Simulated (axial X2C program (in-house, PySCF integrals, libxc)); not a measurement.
TaF⁺: cheaper levels and CCSD(T), two-component

Computed with an in-house all-electron X2C program for linear molecules (integrals from PySCF). Two-component (2c) means X2C with spin–orbit coupling and atomic mean-field two-electron Coulomb and Gaunt terms. Basis: Ta dyall-cv3z [13s14p9d7f4g], F dyall-av3z [7s6p3d2f] (cores contracted in-house); Gaussian nuclei, density fitting, unrestricted open shells. Masses: Ta 180.948 u, F 18.998 u.

State: Ω = 3/2 (⟨Sz⟩ = 1.48, ⟨Lz⟩ = 0.02 at HF); fragments Ta+ + F.

| level | Re (Å) | ωe (cm⁻¹) |
| --- | --- | --- |
| PBE0 | 1.765 | 813.5 |
| HF | 1.783 | 796.7 |
| MP2 | 1.786 | 787.8 |
| CCSD | 1.787 | 788.8 |
| PBE50 | 1.758 | 826.0 |

Correlated methods: 11 electrons correlated (number of frozen shells: Ta 5 s, 4 p, 2 d, 1 f; F 1 s), 315 virtual spin orbitals or spinors in MP2, 90 natural virtuals in coupled cluster.

CCSD(T), same Hamiltonian and basis:

Re = 1.790 Å, ωe = 783.6 cm⁻¹; T1 = 0.020 (Lee–Taylor normalisation).

Give the differences from CCSD(T) in the columns below.



```json
{"level": "PBE0", "ΔRe (Å)": "-0.025", "Δωe (cm⁻¹)": "30"}
{"level": "HF", "ΔRe (Å)": "-0.007", "Δωe (cm⁻¹)": "13"}
{"level": "MP2", "ΔRe (Å)": "-0.004", "Δωe (cm⁻¹)": "4"}
{"level": "CCSD", "ΔRe (Å)": "-0.003", "Δωe (cm⁻¹)": "5"}
{"level": "PBE50", "ΔRe (Å)": "-0.032", "Δωe (cm⁻¹)": "42"}
```

The state is a single determinant with fixed occupations, the lowest that a limited PBE0 search found. De is not given where an atomic determinant may have missed its ground term or J level, or where the truncated virtual space spoils (T). Density functionals use the spin component along the axis (collinear). Coupled cluster ran in a truncated set of natural virtual spinors; the MP2 energy of the rest was added. (T) has no such correction and the atoms are truncated less, which lowers De at CCSD(T) by a hundredth of an eV or more. The functionals have no current-density term, which raises determinants with orbital currents, atoms included. With several unpaired electrons one determinant need not be a pure state. The outer-core s and p shells of the metal are frozen in the correlated rows, which leaves out core–valence correlation; for alkali and alkaline-earth bonds that tends to lengthen them. This is the top spin component of a Σ state; components of lower Ω are not single determinants and can lie lower. With the outer-core shells frozen, correlated bond lengths of heavy atoms tend to come out a few hundredths of an ångström too long.
